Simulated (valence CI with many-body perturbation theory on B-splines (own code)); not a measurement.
# Yb LVII: magnetic and hyperfine properties of the levels

Computed by configuration interaction combined with many-body perturbation theory (CI+MBPT): four valence electrons over a frozen Dirac-Fock core [Ne], radial functions for each j: 11 s, 11 p, 10 d, 8 f, 5 g, 2 h, with the one-electron correlation potential Σ1, the two-electron term Σ2, the three-electron term Σ3, Breit, model QED; selected CI, second order for the rest, scaled by the run's own slope (own B-spline code, finite nucleus).

The last digits are not significant, and no measured levels were compared; by estimate large intervals hold to a few tenths of a per cent, small ones and those within an open d or f shell to about a per cent. Among the levels kept, up to 550 cm⁻¹ of a level comes from second order outside the variational space, and about a tenth of that is noise between levels of different J, which matters for small intervals.

A/g_I is the dipole constant over the nuclear g factor μ/I (μ in nuclear magnetons, uniformly magnetised nucleus), B/Q the quadrupole constant per barn. Both hold the static response of the core; the bare values leave it out. Large factors of s and p1/2 electrons are usually good to 5 to 10 %; those of open d and f shells near neutrality can be off by tens of per cent, and small factors of p3/2, d and f electrons come from cancelling terms and can be off by a factor of two or in sign, in half-filled shells by more. B is blank for J = 1/2, where it vanishes, and for nearly pure S terms. Energies count from the lowest level. Levels with J = 0 are left out.

Levels are named by their leading jj configuration (3d3/2^4 stands for four electrons in 3d with j = 3/2), which in mixed levels can hold well under half, so a name can repeat and another be missing. Letters in brackets count levels of one name in rising energy.

```csv
Level,E (eV),g,A/g_I (MHz),A/g_I bare,B/Q (MHz/b),B/Q bare
(3s^2 3p1/2 3p3/2) J=1,265.01,1.490,-140000,-134000,175000,173000
(3s^2 3p1/2 3p3/2) J=2,273.79,1.166,494000,487000,320000,316000
(3s 3p1/2^2 3p3/2) J=2,419.07,1.534,1190000,1170000,322000,318000
(3s 3p1/2^2 3p3/2) J=1,445.39,1.039,-771000,-749000,191000,189000
(3s^2 3p1/2 3d3/2) J=2,470.28,0.754,433000,428000,69800,71500
(3s^2 3p1/2 3d3/2) J=1,510.23,0.878,-350000,-337000,52800,53200
(3s^2 3p3/2^2) J=2,545.36,1.310,181000,181000,29900,29400
(3s^2 3p1/2 3d5/2) J=2,550.58,1.291,-148000,-142000,45300,47000
(3s^2 3p1/2 3d5/2) J=3,551.48,1.108,276000,274000,49500,51800
(3s 3p1/2^2 3d3/2) J=1,628.11,0.432,-966000,-941000,28700,29600
(3s 3p1/2^2 3d3/2) J=2,634.81,1.135,1120000,1100000,55300,57000
(3s 3p1/2 3p3/2^2) J=2 [a],677.32,1.521,779000,766000,90400,89100
(3s 3p1/2 3p3/2^2) J=3,693.97,1.311,1040000,1020000,21000,20800
(3s 3p1/2^2 3d5/2) J=3,703.87,1.350,751000,739000,52100,54400
(3s 3p1/2^2 3d5/2) J=2,716.88,1.022,-643000,-625000,33600,35800
(3s 3p1/2 3p3/2^2) J=1 [a],718.49,1.270,926000,910000,-251000,-247000
(3s 3p1/2 3p3/2^2) J=2 [b],719.03,1.082,115000,117000,-23900,-23500
(3s 3p1/2 3p3/2^2) J=1 [b],729.28,1.348,660000,651000,177000,175000
(3s^2 3p3/2 3d3/2) J=3,770.12,1.090,165000,165000,370000,367000
(3s^2 3p3/2 3d3/2) J=2,773.04,1.059,40000,43200,-29200,-28800
(3s^2 3p3/2 3d3/2) J=1,773.84,1.120,205000,205000,-168000,-167000
(3s^2 3p3/2 3d5/2) J=4,810.06,1.239,90500,91900,429000,426000
(3s^2 3p3/2 3d5/2) J=2,818.52,1.237,75100,77000,-227000,-223000
(3s^2 3p3/2 3d5/2) J=3,841.24,1.194,105000,106000,5540,7550
(3s^2 3p3/2 3d5/2) J=1,850.34,1.074,-22600,-18900,56700,56800
(3s 3p1/2 3p3/2 3d3/2) J=2 [a],865.78,1.184,300000,298000,7990,8000
(3s 3p1/2 3p3/2 3d3/2) J=1 [a],875.86,1.145,466000,460000,-162000,-161000
(3s 3p1/2 3p3/2 3d3/2) J=3 [a],880.79,1.137,681000,671000,92000,91700
(3s 3p1/2 3p3/2 3d3/2) J=2 [b],883.44,1.174,375000,371000,-46800,-46600
(3s 3p1/2 3p3/2 3d3/2) J=4,896.37,1.168,810000,797000,301000,299000
(3s 3p1/2 3p3/2 3d3/2) J=2 [c],909.52,0.908,465000,458000,-111000,-109000
(3s 3p1/2 3p3/2 3d3/2) J=3 [b],915.15,1.299,724000,713000,295000,292000
(3s 3p1/2 3p3/2 3d3/2) J=1 [b],919.58,1.736,1710000,1680000,109000,108000
(3s 3p1/2 3p3/2 3d3/2) J=2 [d],920.75,1.399,844000,831000,81900,79400
```

Question: Take the isotope of mass number 171, with I = 1/2, μ = 0.4923 μN. What is the hyperfine structure of (3s^2 3p1/2 3p3/2) J=1?

Answer: From the table A = -138000 MHz. Shifts from the centre of gravity in MHz: F = 1/2: 138000, F = 3/2: -69000.
